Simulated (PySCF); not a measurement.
C₃H₃BrClF, SMILES Br/C(C)=C(/F)Cl. Atoms are numbered in the order given.

```xyz
9

C     -2.2300     0.3652     0.0000
C     -0.7702     0.0340     0.0000
Br     0.4217     1.5100     0.0000
C     -0.2962    -1.2203     0.0000
F     -1.1317    -2.2606     0.0000
Cl     1.3542    -1.7029     0.0000
H     -2.8336    -0.5524     0.0000
H     -2.4919     0.9625    -0.8882
H     -2.4919     0.9625     0.8882
```

Geometry: B3LYP-D3(BJ)/def2-SVP. The structure was generated by enumeration; whether it is a known compound was not checked.

Level of theory: TDDFT-PBE/def2-SVPD (PySCF).

Vertical excitations.  State labels are in the subgroup Cs.

Q: Estimate the UV-visible absorptions. (An estimate is asked for; the answer gives what the named calculation found.)

A: 
| state | symmetry | energy (eV) | λ (nm) | f | main pairs |
|---|---|---|---|---|---|
| S1 | A" | 4.57 | 271 | 0.000 | HOMO→LUMO 100 % |
| S2 | A" | 5.72 | 217 | 0.003 | HOMO→LUMO+2 94 % |
| S3 | A' | 5.80 | 214 | 0.020 | HOMO−1→LUMO 91 % |
| S4 | A' | 5.87 | 211 | 0.220 | HOMO→LUMO+1 78 % |
| S5 | A" | 5.88 | 211 | 0.000 | HOMO−1→LUMO+1 98 % |
| S6 | A" | 5.98 | 207 | 0.014 | HOMO→LUMO+3 96 % |
| S7 | A" | 6.51 | 190 | 0.001 | HOMO−2→LUMO 98 % |
| S8 | A' | 6.75 | 184 | 0.004 | HOMO−1→LUMO+2 82 %, HOMO−3→LUMO 16 % |
| S9 | A" | 6.88 | 180 | 0.003 | HOMO→LUMO+4 97 % |
| S10 | A' | 6.88 | 180 | 0.000 | HOMO−3→LUMO 80 %, HOMO−1→LUMO+2 15 % |
| T1 | A' | 3.95 | 314 | 0 | HOMO→LUMO+1 98 % |
| T2 | A" | 4.14 | 300 | 0 | HOMO→LUMO 100 % |
| T3 | A' | 5.26 | 236 | 0 | HOMO−1→LUMO 99 % |
| T4 | A" | 5.33 | 232 | 0 | HOMO→LUMO+2 98 % |
Triplets are in the Tamm–Dancoff approximation, which puts them higher than full response would, so one can lie above its singlet here.
